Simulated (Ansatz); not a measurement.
The inner images of a band of BCl2FH3N (8 atoms, charge 0, multiplicity 1) are given out of order.

Computed with RHF/def2-SVP (Ansatz 0.2.0).

Image 0:

```xyz
8
Properties=species:S:1:pos:R:3
B 0.042 -0.170 0.178
F 0.181 0.643 1.248
Cl 1.484 -0.120 -0.971
Cl -1.594 -0.008 -0.657
N 0.051 -1.681 0.805
H -0.069 -2.372 0.080
H 0.929 -1.853 1.273
H -0.701 -1.779 1.471
```

Image 8:

```xyz
8
Properties=species:S:1:pos:R:3
B 0.101 -0.706 -0.538
F -0.324 0.201 2.570
Cl 1.568 0.174 -0.975
Cl -1.450 -0.265 -1.260
N 0.164 -1.747 0.395
H -0.612 -2.366 0.529
H 1.045 -2.125 0.685
H -0.170 -0.506 2.022
```

Question: Put them in order from the first end to the last, with their energies above the first end.
A.
```xyz
8
Properties=species:S:1:pos:R:3
B 0.073 -0.655 -0.338
F -0.271 0.309 2.023
Cl 1.541 0.249 -0.717
Cl -1.488 -0.162 -0.994
N 0.159 -1.815 0.458
H -0.608 -2.457 0.498
H 1.051 -2.231 0.644
H -0.134 -0.577 1.853
```
B.
```xyz
8
Properties=species:S:1:pos:R:3
B 0.000 -0.309 0.070
F -0.203 0.356 1.373
Cl 1.573 0.210 -0.670
Cl -1.485 -0.159 -0.960
N 0.108 -1.733 0.759
H -0.626 -2.393 0.545
H 1.004 -2.195 0.692
H -0.046 -1.116 1.620
```
C.
```xyz
8
Properties=species:S:1:pos:R:3
B 0.033 -0.170 0.175
F 0.079 0.647 1.249
Cl 1.538 -0.065 -0.886
Cl -1.554 -0.062 -0.758
N 0.055 -1.682 0.807
H -0.258 -2.362 0.131
H 0.990 -1.925 1.101
H -0.559 -1.720 1.608
```
D.
```xyz
8
Properties=species:S:1:pos:R:3
B 0.018 -0.172 0.167
F -0.029 0.651 1.238
Cl 1.574 -0.002 -0.809
Cl -1.518 -0.124 -0.855
N 0.064 -1.685 0.813
H -0.424 -2.346 0.229
H 1.018 -1.994 0.926
H -0.381 -1.667 1.720
```
E.
```xyz
8
Properties=species:S:1:pos:R:3
B 0.020 -0.435 -0.022
F -0.210 0.241 1.533
Cl 1.554 0.241 -0.653
Cl -1.492 -0.146 -0.937
N 0.124 -1.766 0.695
H -0.611 -2.425 0.510
H 1.021 -2.217 0.655
H -0.081 -0.833 1.648
```
F.
```xyz
8
Properties=species:S:1:pos:R:3
B -0.010 -0.215 0.118
F -0.207 0.520 1.258
Cl 1.593 0.163 -0.690
Cl -1.470 -0.187 -0.992
N 0.096 -1.709 0.785
H -0.640 -2.348 0.528
H 0.991 -2.162 0.683
H -0.029 -1.401 1.738
```
G.
```xyz
8
Properties=species:S:1:pos:R:3
B -0.016 -0.178 0.153
F -0.167 0.647 1.214
Cl 1.571 0.092 -0.749
Cl -1.501 -0.227 -0.941
N 0.095 -1.684 0.824
H -0.536 -2.332 0.375
H 1.035 -2.044 0.753
H -0.156 -1.613 1.799
```

Answer: C (+0.01 eV), D (+0.04 eV), G (+0.07 eV), F (+0.21 eV), B (+1.08 eV), E (+2.23 eV), A (+1.24 eV).

Time of the run: 4.8 min on 1 thread of Arm Neoverse V2, on a shared host, peak memory 0.18 GiB.
